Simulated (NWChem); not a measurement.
System: C3H4BFO; SMILES OB1C=C[C@H]1F

Here is an NWChem input.

```
start job
memory heap 200 mb stack 900 mb global 1100 mb
geometry units angstroms noautoz
  O      0.990711     1.768915    -0.132649
  B      0.077922     0.821051     0.149915
  C     -1.437792     0.683951    -0.097882
  C     -1.243750    -0.659135    -0.102142
  C      0.144577    -0.753046     0.480398
  F      1.045104    -1.524698    -0.230950
  H      1.895775     1.466071    -0.001116
  H     -2.336975     1.250990    -0.344526
  H     -1.885972    -1.482660    -0.445026
  H      0.156682    -1.092105     1.530175
end
basis spherical
  * library def2-svp
end
dft
  xc b3lyp
  iterations 150
  mulliken
end
task dft energy
```

Parts of the log:

```
             Northwest Computational Chemistry Package (NWChem) 7.3.0
             --------------------------------------------------------

 C1  symmetry detected

                             Geometry "geometry" -> ""
                             -------------------------

 Output coordinates in angstroms (scale by  1.889725989 to convert to a.u.)

  No.       Tag          Charge          X              Y              Z
 ---- ---------------- ---------- -------------- -------------- --------------
    1 O                    8.0000     1.10056982     1.69319125    -0.10389706
    2 B                    5.0000     0.12385757     0.80558920     0.16005014
    3 C                    6.0000    -1.39561983     0.77394881    -0.10028811
    4 C                    6.0000    -1.29234219    -0.57900541    -0.12026432
    5 C                    6.0000     0.08182866    -0.77334412     0.47093018
    6 F                    9.0000     0.93405321    -1.59515559    -0.24373820
    7 H                    1.0000     1.98213186     1.32847877     0.03022766
    8 H                    1.0000    -2.25262266     1.40324724    -0.34610547
    9 H                    1.0000    -1.98575280    -1.35314209    -0.47818341
   10 H                    1.0000     0.06271842    -1.12525529     1.51636436

 Effective nuclear repulsion energy (a.u.)     206.4210963628

                                 NWChem DFT Module
                                 -----------------

 Summary of "ao basis" -> "ao basis" (spherical)
 ------------------------------------------------------------------------------
       Tag                 Description            Shells   Functions and Types
 ---------------- ------------------------------  ------  ---------------------
 O                          def2-svp                 6       14   3s2p1d
 B                          def2-svp                 6       14   3s2p1d
 C                          def2-svp                 6       14   3s2p1d
 F                          def2-svp                 6       14   3s2p1d
 H                          def2-svp                 3        5   2s1p

            General Information
            -------------------
          SCF calculation type: DFT
          Wavefunction type:  closed shell.
          No. of atoms     :    10
          No. of electrons :    44
           Alpha electrons :    22
            Beta electrons :    22
          Charge           :     0
          Spin multiplicity:     1
          Use of symmetry is: off; symmetry adaption is: off
          Maximum number of iterations: 150
          AO basis - number of functions:   104
                     number of shells:    48
          Convergence on energy requested:  1.00D-06
          Convergence on density requested:  1.00D-05
          Convergence on gradient requested:  5.00D-04

              XC Information
              --------------
                         B3LYP Method XC Potential
                     Hartree-Fock (Exact) Exchange  0.200
                        Slater Exchange Functional  0.800 local
                    Becke 1988 Exchange Functional  0.720 non-local
              Lee-Yang-Parr Correlation Functional  0.810
                  VWN I RPA Correlation Functional  0.190 local

             Grid Information
             ----------------
          Grid used for XC integration:  medium
          Radial quadrature: Mura-Knowles
          Angular quadrature: Lebedev.
          Tag              B.-S. Rad. Rad. Pts. Rad. Cut. Ang. Pts.
          ---              ---------- --------- --------- ---------
          O                   0.60       49          11.0       434
          B                   0.85       49           9.0       434
          C                   0.70       49          10.0       434
          F                   0.50       49          11.0       434
          H                   0.35       45          12.0       434
          Grid pruning is: on
          Number of quadrature shells:   474
          Spatial weights used:  Erf1

      Superposition of Atomic Density Guess
      -------------------------------------

 Sum of atomic energies:        -313.35920753

      Non-variational initial energy
      ------------------------------

 Total energy =    -316.519686
 1-e energy   =    -837.272575
 2-e energy   =     314.331792
 HOMO         =      -0.316133
 LUMO         =      -0.023713

     ---------------------------------------------
      Total Density - Mulliken Population Analysis
     ---------------------------------------------

    Atom       Charge   Shell Charges
 -----------   ------   -------------------------------------------------------
    1 O    8     8.48   1.99  1.11  0.55  3.07  1.74  0.01
    2 B    5     4.75   1.99  0.91  0.19  1.28  0.23  0.15
    3 C    6     6.21   1.99  1.00  0.30  2.01  0.87  0.03
    4 C    6     6.03   1.99  0.99  0.35  1.85  0.81  0.04
    5 C    6     5.72   1.99  0.95  0.21  1.75  0.74  0.06
    6 F    9     9.45   1.99  1.14  0.78  3.46  2.08  0.00
    7 H    1     0.66   0.53  0.07  0.06
    8 H    1     0.90   0.66  0.22  0.02
    9 H    1     0.91   0.66  0.22  0.02
   10 H    1     0.91   0.68  0.20  0.02

   convergence    iter        energy       DeltaE   RMS-Dens  Diis-err
 ---------------- ----- ----------------- --------- --------- ---------
 d= 0,ls=0.0,diis     1   -316.3076087917 -5.23D+02  1.34D-02  8.06D-01
 d= 0,ls=0.0,diis     2   -316.2668751779  4.07D-02  7.41D-03  1.43D+00
 d= 0,ls=0.0,diis     3   -316.3997044806 -1.33D-01  1.73D-03  5.90D-02
 d= 0,ls=0.0,diis     4   -316.4050011756 -5.30D-03  6.37D-04  7.54D-03
 d= 0,ls=0.0,diis     5   -316.4057736264 -7.72D-04  2.00D-04  8.49D-04
  Resetting Diis
 d= 0,ls=0.0,diis     6   -316.4058658036 -9.22D-05  5.57D-05  4.90D-05
 d= 0,ls=0.0,diis     7   -316.4058719096 -6.11D-06  2.59D-05  3.09D-06
 d= 0,ls=0.0,diis     8   -316.4058714054  5.04D-07  1.56D-05  7.80D-06
 d= 0,ls=0.0,diis     9   -316.4058722493 -8.44D-07  1.78D-06  4.57D-08

[...]
```

Level: B3LYP/def2-SVP. All runs use the structure optimised with PBE0/def2-SVP.
